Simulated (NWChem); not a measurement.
Molecule: HfSClF; SMILES [F][Hf](=[S])[Cl]

Program: NWChem. All runs use the structure optimised with PBE0/def2-SVP. def2 effective core potentials on Hf; no spin-orbit coupling. Level MN15/def2-SVP: energy and gradient on several grids; changes count from the extra-fine grid, which is no exact limit either.

Which is the coarsest grid (fine; xcoarse; medium; xfine; coarse) from which on the energy stays within 50 μHa and each gradient component within 100 μHa/bohr of xfine?

medium.
```csv
grid,size of the energy change (μHa),largest change of a gradient component (μHa/bohr)
xcoarse,10000,3000
coarse,600,500
medium,< 10,40
fine,< 10,< 30
xfine,< 10,< 30
```
